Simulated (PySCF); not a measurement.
# From computed data to an observable: oscillator strength and radiative lifetime

B(OH)2(SeH) (BH3O2Se), SMILES OB(O)[SeH].

Coordinates come from a PBE-D3(BJ)/def2-SVP optimisation. Other conformers were not sampled.

PySCF with TDDFT-CAM-B3LYP/def2-SVPD puts the first singlet state with f over 0.02 at 6.22 eV (vertical), with the transition dipole (0.000, 0.000, 0.545) in atomic units.

Q: Find the oscillator strength, the wavelength and the radiative lifetime that this transition would have in vacuum if emission retraced absorption.

A: 
|μ|² = 0.2970 au, so |μ| = 1.39 D. ΔE = 6.22/27.211 = 0.2286 hartree. f = (2/3) ΔE |μ|² = 0.045 (the program prints 0.045).
λ = 1239.84/6.22 = 199 nm; ν = 50168 cm⁻¹.
Einstein's coefficient A = 0.6670 ν² f s⁻¹ (ν in cm⁻¹) = 7.6e7 s⁻¹, so τ = 1/A = 13 ns. This state is S2; the lower singlet has f = 0.009. The figure is the radiative limit of this one transition; relaxation, internal conversion, crossing to triplets and a medium change what is measured.
